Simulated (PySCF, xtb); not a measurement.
CH₅BrInN, SMILES [Br][In]([CH3])[NH2]. The values are those of a single conformer.

Harmonic wavenumbers (cm⁻¹) from GFN2-xTB (xtb 6.7.1) at its own minimum, in rising order: 35, 73, 92, 96, 171, 230, 398, 457, 562, 611, 644, 672, 1184, 1413, 1420, 1468, 2992, 3004, 3012, 3360, 3396.

Problem. What does PBE-D3(BJ)/def2-SVP in PySCF 2.14.0 give at its own minimum? (Estimate from the structure and the level; the computed values follow.)

Solution. 29, 86, 106, 110, 230, 275, 394, 487, 588, 696, 705, 757, 1131, 1377, 1379, 1464, 2996, 3114, 3120, 3442, 3552. Paired by order, the mean absolute difference is 49 cm⁻¹ and the zero-point energies are 36.1 and 37.2 kcal/mol.
